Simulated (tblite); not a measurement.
Input of a run (GFN2-xTB geometry optimisation, gas phase (tblite 0.8.0)), started from a force field or distance geometry:
```
{"job": {"kind": "relax", "xc": "GFN2-xTB", "basis": "xTB"}, "charge": 1, "multiplicity": 2}
C      1.450700    -0.400800    -0.993100
C      0.624100     0.787600    -0.609800
C     -0.691400     0.588600     0.096000
C     -1.267400    -0.775200    -0.052000
C      0.506900     0.896600     0.919800
F      1.107900    -0.070600     1.664500
Cl     0.642100     2.595800     1.451400
H      1.249300    -1.355800    -0.529400
H      2.226700    -0.271100    -1.732700
H     -1.469000     1.395400     0.076300
H     -1.473700    -0.964300    -1.123900
H     -2.272100    -0.842600     0.465800
H     -0.638400    -1.583100     0.349400
```

Output (eV, eV/Å):
```
step      E/eV     max force
  0    -609.11998    5.166
  1    -609.67258    1.195
  2    -609.77064    1.195
  3    -609.85798    0.629
  4    -609.89449    0.505
  5    -609.93253    0.490
  6    -609.96581    0.505
  7    -609.99298    0.486
  8    -610.02142    0.531
  9    -610.06178    0.697
 10    -610.13163    1.015
 11    -610.21734    1.445
 12    -610.34488    1.341
 13    -610.49441    0.872
 14    -610.57770    0.728
 15    -610.66183    0.786
 16    -610.71573    1.203
 17    -610.81954    0.943
 18    -610.93373    0.786
 19    -611.04282    0.703
 20    -611.12064    0.610
 21    -611.17762    1.084
 22    -611.23197    1.370
 23    -611.27976    0.601
 24    -611.32469    0.497
 25    -611.35501    0.565
 26    -611.40241    0.655
 27    -611.43717    0.613
 28    -611.45553    0.538
 29    -611.46900    0.386
 30    -611.47996    0.269
 31    -611.49695    0.270
 32    -611.50454    0.260
 33    -611.51112    0.151
 34    -611.51491    0.157
 35    -611.51855    0.153
 36    -611.52209    0.122
 37    -611.52483    0.133
 38    -611.52650    0.112
 39    -611.52798    0.102
 40    -611.52956    0.088
 41    -611.53119    0.121
 42    -611.53265    0.112
 43    -611.53423    0.128
 44    -611.53601    0.108
 45    -611.53754    0.083
 46    -611.53834    0.063
 47    -611.53869    0.047
 48    -611.53892    0.037
 49    -611.53918    0.042
 50    -611.53945    0.044
 51    -611.53968    0.046
 52    -611.53989    0.050
 53    -611.54010    0.043
 54    -611.54031    0.034
 55    -611.54054    0.041
 56    -611.54080    0.045
 57    -611.54107    0.046
 58    -611.54134    0.039
 59    -611.54154    0.040
 60    -611.54166    0.033
 61    -611.54172    0.018
 62    -611.54175    0.013
 63    -611.54177    0.012
 64    -611.54179    0.012
 65    -611.54182    0.014
 66    -611.54185    0.014
 67    -611.54189    0.017
 68    -611.54195    0.019
 69    -611.54200    0.020
 70    -611.54204    0.017
 71    -611.54208    0.017
 72    -611.54213    0.017
 73    -611.54218    0.023
 74    -611.54224    0.020
 75    -611.54229    0.018
 76    -611.54233    0.012
 77    -611.54236    0.016
 78    -611.54239    0.019
 79    -611.54243    0.017
 80    -611.54247    0.016
 81    -611.54250    0.016
 82    -611.54253    0.016
 83    -611.54257    0.016
 84    -611.54263    0.021
 85    -611.54271    0.024
 86    -611.54278    0.018
 87    -611.54282    0.013
 88    -611.54284    0.013
 89    -611.54285    0.013
 90    -611.54286    0.011
 91    -611.54287    0.005
```

Q: Summarise the run.

A: The energy falls by 233.8 kJ/mol over 91 L-BFGS steps, the largest force on an atom goes from 5.17 to 0.005 eV/Å, and the atoms move by 0.745 Å rms after alignment. The bond that changes most is C1–C2 (ends: carbon bonded to C and 2 H; carbon bonded to 3 C), which shortens by 0.206 Å. Bonds longer at the end by more than 0.005 Å: 4 of 13; shorter: 8. Among the angles that change most is C1–C2–C3, from 119.8° to 161.0°. Among the dihedrals that turn most is H9–C1–C2–C5, from -133° to -4°. The energy never rose by more than 1e-5 eV on the way. The first step brought 23 % of the lowering.

Q: What are the final bond lengths?

A: C1–C2 1.291 Å, C2–C3 1.449 Å, C3–C4 1.505 Å, C3–C5 1.533 Å, C5–F6 1.327 Å, C5–Cl7 1.710 Å, C2–C5 1.578 Å, C1–H8 1.086 Å, C1–H9 1.082 Å, C3–H10 1.089 Å, C4–H11 1.090 Å, C4–H12 1.088 Å, C4–H13 1.088 Å. Numbering counts from 1 in the input's order; the species is `[CH2+][C]1[C@@H](C)[C@]1(F)Cl` [radical].

Its GFN2-xTB frequencies are all real (lowest 113 cm⁻¹).

One conformer stands for the species.

These are computed values.
